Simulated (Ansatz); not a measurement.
Job for Ansatz (a program for electronic structure): U-CCSD(T)/def2-SVP on H3ISi (SMILES [SiH3]I), a point of a bond scan (R = 4.918 Å). Elements past Kr take the def2 small-core potentials; no spin–orbit coupling. The run froze 14 orbitals, filled d shells among them.

Ansatz 0.2 input:
```yaml
crystal:
  periodic: [false, false, false]
  atoms:
    - {symbol: Si, position_ang: [-1.84126013, 0.04895944, 0.01805362]}
    - {symbol: I, position_ang: [3.07506869, -0.08176664, -0.03015116]}
    - {symbol: H, position_ang: [-2.27291161, 1.42565033, -0.29297882]}
    - {symbol: H, position_ang: [-2.30384190, -0.34792819, 1.36224122]}
    - {symbol: H, position_ang: [-2.34153163, -0.89376368, -1.00142836]}
basis:
  gaussian:
    orbitals: def2-SVP
correlation: {method: ccsd_t, electrons: outside_noble_gas}
scf: {omitted_lower_state_checks: [cluster_reference]}
magnetization: {spin_polarized: true, initial_magnetization: 0}
```

It printed:

```
WARN ansatz: RAYON_NUM_THREADS=1 ignored (pool sized by the plan → 1); use --threads N
Functional definition: HF
these checks for a lower state are left out or cut short: cluster_reference
integrals: 0.05 GiB planned
662 factors; integrals over basis functions are off by at most 9.5e-4 eV
mean field: 0.21 GiB planned
mean field evaluation 1: about -15973.2906 eV, gradient 1.4e1 eV
mean field evaluation 2: about -15973.2928 eV, gradient 1.4e1 eV
mean field evaluation 4: about -15975.4541 eV, gradient 4.3e0 eV
mean field evaluation 8: about -15975.7514 eV, gradient 4.1e-1 eV
mean field evaluation 16: about -15976.1314 eV, gradient 2.4e0 eV
mean field evaluation 32: about -15978.0951 eV, gradient 5.9e-6 eV
mean field evaluation 64: about -15978.0951 eV, gradient 3.3e-3 eV
mean field evaluation 96: about -15978.0945 eV, gradient 6.4e-2 eV
mean field evaluation 128: about -15978.0843 eV, gradient 6.0e-2 eV
mean field evaluation 160: about -15978.0950 eV, gradient 2.0e-2 eV
mean field evaluation 192: about -15978.0917 eV, gradient 1.2e-1 eV
mean field -15978.09505664 eV, -587.1841629896 hartree, gradient 1.4e-6 eV, S^2 1.000582; 13 other end points of the search recorded, 0 dependent functions left out
14 core orbitals not correlated
reference -15978.09505664 eV, -587.1841629896 hartree; 7, 7 occupied and 38, 38 virtual orbitals, 662 factors
second order -4.68280395 eV of doubles, -0.00000000 eV of singles
coupled cluster: 0.13 GiB planned
cycle   1  -5.46250088 eV  change   -7.8e-1 eV  update   6.1e-2
cycle   2  -5.71109358 eV  change   -2.5e-1 eV  update   2.1e-2
cycle   3  -5.72250079 eV  change   -1.1e-2 eV  update   5.8e-3
cycle   4  -5.72198181 eV  change    5.2e-4 eV  update   2.2e-3
cycle   5  -5.72178928 eV  change    1.9e-4 eV  update   1.3e-3
cycle   6  -5.72173013 eV  change    5.9e-5 eV  update   8.2e-4
cycle   7  -5.72206209 eV  change   -3.3e-4 eV  update   5.8e-4
cycle   8  -5.72204325 eV  change    1.9e-5 eV  update   4.1e-4
cycle   9  -5.72196132 eV  change    8.2e-5 eV  update   2.5e-4
cycle  10  -5.72202812 eV  change   -6.7e-5 eV  update   1.0e-4
cycle  11  -5.72204340 eV  change   -1.5e-5 eV  update   5.2e-5
cycle  12  -5.72205799 eV  change   -1.5e-5 eV  update   2.4e-5
cycle  13  -5.72204467 eV  change    1.3e-5 eV  update   7.8e-6
coupled cluster: 0.13 GiB planned
perturbative correction -0.08043390 eV, -0.0029558911 hartree
Total energy: -15983.89753520 eV, -587.3974001439 hartree
Checks for a lower state left out: cluster_reference
```

The calculation finished and met its thresholds. Its determinant has ⟨S²⟩ = 1.00, a mixture of spin states.

Cost: very roughly 5 core-seconds.
